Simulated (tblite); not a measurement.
Question: What does the GFN2-xTB structure of InChI=1S/C11H12/c1-2-9-8-11(9)10-6-4-3-5-7-10/h1,3-4,7,9,11H,5-6,8H2/t9-,11-/m1/s1 look like in three dimensions?

Answer: 
```
atom  x, y, z in Å
C1     4.4153    0.4348    0.1635
C2     3.3312   -0.0687    0.2511
C3     2.0314   -0.6494    0.3282
C4     1.5840   -1.6369   -0.7172
C5     0.9833   -0.2676   -0.7040
C6    -0.3997    0.0205   -0.2484
C7    -1.3443   -0.8995   -0.1126
C8    -2.7315   -0.6174    0.3719
C9    -2.9097    0.7987    0.8185
C10   -1.9788    1.7253    0.6831
C11   -0.6403    1.4727    0.0662
H12    5.3686    0.8672    0.1017
H13    1.6774   -0.8133    1.3403
H14    0.9928   -2.4751   -0.3836
H15    2.2730   -1.8757   -1.5138
H16    1.3340    0.4148   -1.4723
H17   -1.1482   -1.9328   -0.3653
H18   -3.4508   -0.8415   -0.4270
H19   -2.9749   -1.2969    1.1987
H20   -3.8633    1.0345    1.2716
H21   -2.1539    2.7375    1.0226
H22   -0.5483    2.0622   -0.8558
H23    0.1479    1.8334    0.7385
```

Any rigid rotation of these coordinates is as good. Atoms count from 1 in this order. The 6-membered ring C6–C7–C8–C9–C10–C11 has internal angles of 112.7° to 124.3°; it is slightly puckered (a soft mode that the optimisation may not have finished), 0.03 Å rms from its mean plane, widest ring torsion 7°. The 12 C–C bonds span 1.199 Å (C1≡C2, drawn triple) to 1.520 Å (C3–C5, drawn single), a spread of 0.321 Å. The 3-membered ring C3–C4–C5 has internal angles of 59.2° to 60.8°. Of the pairs four or more bonds apart, H14···H17 is among the closest relative to their van der Waals radii: 2.21 Å, 92 % of the sum of Bondi's values.

Bonds between heavy atoms (Å): C1≡C2 1.199, C2–C3 1.426, C3–C4 1.506, C4–C5 1.495, C5–C6 1.484, C6=C7 1.326, C7–C8 1.496, C8–C9 1.495, C9=C10 1.320, C10–C11 1.495, C3–C5 1.520, C6–C11 1.505.

Computed geometry: GFN2-xTB, gas phase.

Point group: C1 (no symmetry element, even within 0.4 Å). Its GFN2-xTB frequencies are all real (lowest 15 cm⁻¹). One conformer, not necessarily the lowest (C4–C5–C6–C7 -17°).

On Arm Neoverse V1, one thread, no GPU (shared host), this took 1.2 s. This is the geometry optimisation.
